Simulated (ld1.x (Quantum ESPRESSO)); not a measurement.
**What one change does to a pseudopotential (Bi, TM)**

Bi, norm-conserving Troullier–Martins (Kleinman–Bylander form), made with ld1.x (Quantum ESPRESSO) 7.5 (PBE, scalar-relativistic). Core [Xe] 4f14, reference 5d10 6s2 6p2.5 (charge +0.5). Waves: 6s (bound): rc 1.50 bohr; 5d (bound): rc 1.90 bohr; 5f channel at 0.15 Ry: rc 2.05 bohr; 6p (bound): rc 2.60 bohr. Local part: the p channel. Core correction: none.

All-electron outer shells of the reference configuration (PBE, scalar-relativistic, ld1.x):

```json
{"shell": "4f", "level (eV)": "-156.48", "outermost node (bohr)": "–", "outermost maximum (bohr)": "0.34"}
{"shell": "5p", "level (eV)": "-99.74", "outermost node (bohr)": "0.48", "outermost maximum (bohr)": "0.86"}
{"shell": "5d", "level (eV)": "-30.95", "outermost node (bohr)": "0.51", "outermost maximum (bohr)": "1.03"}
{"shell": "6s", "level (eV)": "-18.15", "outermost node (bohr)": "0.98", "outermost maximum (bohr)": "1.86"}
{"shell": "6p", "level (eV)": "-7.87", "outermost node (bohr)": "1.14", "outermost maximum (bohr)": "2.41"}
```

Change: all radii scaled by about 0.78 (s 1.18, p 2.02, d 1.48, f 1.60 bohr).

Cutoffs: the cutoffs (Ry, on a coarse ladder) from which the occupation-weighted sum of valence levels, in a spherical-Bessel basis at the reference potential, stays within 10 and 1 mRy of its value at 400 Ry; they do not see the model core or the augmentation charge, which bear on the density cutoff. Errors are all-electron minus pseudo energies relative to the spin-unpolarised reference configuration.

Q: Predict the effect on cutoff, ghosts and configuration errors.

A: Of the 7 tests that both files solve, the error grows in 2 and shrinks in 0 by more than 15 % and 0.3 meV (median size 6.2 → 7.5 meV); neither file shows a bound ghost.

| quantity | base | changed |
| --- | --- | --- |
| cutoff, loose | 60 Ry | over 300 Ry |
| cutoff, tight | 140 Ry | over 300 Ry |
| loose cutoff by channel (10 mRy a level) | s 35 Ry, d 45 Ry, p 8 Ry | s 300 Ry, d 50 Ry, p 8 Ry |
| bound ghosts | none | none |
| error for 5d10 6s2 6p3, meV [ΔE -3.10 eV] | +1.9 | +1.8 |
| error for 5d10 6s2 6p2, meV [ΔE 4.82 eV] | -1.8 | -1.9 |
| error for 5d10 6s2 6p1, meV [ΔE 20.06 eV] | -6.2 | -7.5 |
| error for 5d10 6s2 6p3.3, meV [ΔE -4.19 eV] | +2.8 | +2.7 |
| error for 5d10 6s1 6p4, meV [ΔE 6.99 eV] | -8.7 | +15 |
| error for 5d9 6s2 6p3, meV [ΔE 30.23 eV] | -166 | -146 |
| error for 5d9 6s2 6p4, meV [ΔE 21.11 eV] | -215 | -193 |
